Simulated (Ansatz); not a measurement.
Basis-set extrapolation for `FC(F)(F)[Si](F)(F)F` (PBE0-D4/def2-TZVP geometry, frozen core, Ansatz). Multiplicity 1, RHF reference.

```tsv
	def2-TZVPP	def2-QZVPP
HF	-923.953208	-923.992012
MP2 correlation	-1.748626	-1.914712
CCSD(T) correlation	-1.806265	not run
```

Energies in hartree. Use E(X) = E(∞) + A·exp(−7.88·√X) for Hartree–Fock and E(X) = E(∞) + B·X^(−2.97) for correlation, with X = 3 and 4, and add CCSD(T) minus MP2 of the smaller set to the MP2 limit.

Task: What is the CCSD(T) energy at the basis-set limit?

Result: HF limit: -923.992012 + (-0.038804) × 0.13774 = -923.99736. MP2 limit: -1.914712 + (-0.166086) × 0.74074 = -2.03774. Higher-order term: -1.806265 − (-1.748626) = -0.05764. Total: -926.09274 hartree, 9.07 eV below CCSD(T)/def2-TZVPP.
